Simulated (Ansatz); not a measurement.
`C[N](C)[Ge]([F])([N](C)C)[N](C)C`. Total charge 0; spin multiplicity 1. The structure was optimised at the PBE0-D4/def2-TZVP level. It is one conformer, not always the lowest.

```xyz
29

C    -0.360    2.213   -0.876
N    -0.016    0.941   -1.464
C     0.876    1.050   -2.594
Ge    0.057   -0.521   -0.383
F     0.497   -1.801   -1.488
N    -1.563   -0.702    0.383
C    -2.770   -0.366   -0.332
C    -1.769   -1.590    1.500
N     1.301   -0.680    0.937
C     1.251    0.249    2.040
C     2.635   -1.133    0.624
H     0.518    2.775   -0.521
H    -0.875    2.845   -1.612
H    -1.037    2.075   -0.030
H     1.827    1.546   -2.342
H     0.403    1.638   -3.390
H     1.101    0.062   -2.997
H    -3.466    0.180    0.319
H    -2.540    0.266   -1.191
H    -3.292   -1.261   -0.698
H    -0.815   -1.844    1.964
H    -2.406   -1.116    2.259
H    -2.258   -2.526    1.195
H     0.221    0.558    2.237
H     1.849    1.157    1.865
H     1.635   -0.224    2.953
H     3.065   -1.656    1.487
H     3.318   -0.307    0.369
H     2.613   -1.830   -0.213
```

Q: What is the dipole moment at B3LYP/def2-TZVPP? (Estimate.)

A: Computed: 2.17 D, with components (-0.19, 1.74, 1.28) D in this frame, pointing from negative to positive charge.

Q: And with PBE, r2SCAN, ωB97M-V? (An estimate is asked.)

A: Ansatz gave: PBE 2.06 D, r2SCAN 2.12 D, ωB97M-V 2.16 D.

Q: Give the Mulliken charges with B3LYP, ωB97M-V, r2SCAN in def2-TZVPP. (An estimate is asked.)

A: The calculation gave: 
```json
{"atom": "C1", "B3LYP": "-0.20", "ωB97M-V": "-0.27", "r2SCAN": "-0.07"}
{"atom": "N2", "B3LYP": "-0.26", "ωB97M-V": "-0.26", "r2SCAN": "-0.25"}
{"atom": "C3", "B3LYP": "-0.20", "ωB97M-V": "-0.26", "r2SCAN": "-0.07"}
{"atom": "Ge4", "B3LYP": "0.68", "ωB97M-V": "0.60", "r2SCAN": "0.60"}
{"atom": "F5", "B3LYP": "-0.40", "ωB97M-V": "-0.38", "r2SCAN": "-0.39"}
{"atom": "N6", "B3LYP": "-0.23", "ωB97M-V": "-0.22", "r2SCAN": "-0.22"}
{"atom": "C7", "B3LYP": "-0.18", "ωB97M-V": "-0.25", "r2SCAN": "-0.06"}
{"atom": "C8", "B3LYP": "-0.18", "ωB97M-V": "-0.25", "r2SCAN": "-0.06"}
{"atom": "N9", "B3LYP": "-0.26", "ωB97M-V": "-0.26", "r2SCAN": "-0.25"}
{"atom": "C10", "B3LYP": "-0.20", "ωB97M-V": "-0.27", "r2SCAN": "-0.07"}
{"atom": "C11", "B3LYP": "-0.20", "ωB97M-V": "-0.26", "r2SCAN": "-0.07"}
{"atom": "H12", "B3LYP": "0.09", "ωB97M-V": "0.12", "r2SCAN": "0.05"}
{"atom": "H13", "B3LYP": "0.09", "ωB97M-V": "0.12", "r2SCAN": "0.05"}
{"atom": "H14", "B3LYP": "0.10", "ωB97M-V": "0.11", "r2SCAN": "0.06"}
{"atom": "H15", "B3LYP": "0.08", "ωB97M-V": "0.10", "r2SCAN": "0.04"}
{"atom": "H16", "B3LYP": "0.08", "ωB97M-V": "0.11", "r2SCAN": "0.04"}
{"atom": "H17", "B3LYP": "0.11", "ωB97M-V": "0.12", "r2SCAN": "0.07"}
{"atom": "H18", "B3LYP": "0.08", "ωB97M-V": "0.11", "r2SCAN": "0.05"}
{"atom": "H19", "B3LYP": "0.10", "ωB97M-V": "0.11", "r2SCAN": "0.06"}
{"atom": "H20", "B3LYP": "0.09", "ωB97M-V": "0.12", "r2SCAN": "0.05"}
{"atom": "H21", "B3LYP": "0.10", "ωB97M-V": "0.11", "r2SCAN": "0.06"}
{"atom": "H22", "B3LYP": "0.08", "ωB97M-V": "0.11", "r2SCAN": "0.05"}
{"atom": "H23", "B3LYP": "0.09", "ωB97M-V": "0.12", "r2SCAN": "0.05"}
{"atom": "H24", "B3LYP": "0.10", "ωB97M-V": "0.11", "r2SCAN": "0.06"}
{"atom": "H25", "B3LYP": "0.09", "ωB97M-V": "0.12", "r2SCAN": "0.05"}
{"atom": "H26", "B3LYP": "0.09", "ωB97M-V": "0.12", "r2SCAN": "0.05"}
{"atom": "H27", "B3LYP": "0.08", "ωB97M-V": "0.11", "r2SCAN": "0.04"}
{"atom": "H28", "B3LYP": "0.07", "ωB97M-V": "0.10", "r2SCAN": "0.04"}
{"atom": "H29", "B3LYP": "0.11", "ωB97M-V": "0.13", "r2SCAN": "0.07"}
```

B3LYP here is the variant with VWN-RPA as its local correlation; programs differ in this.
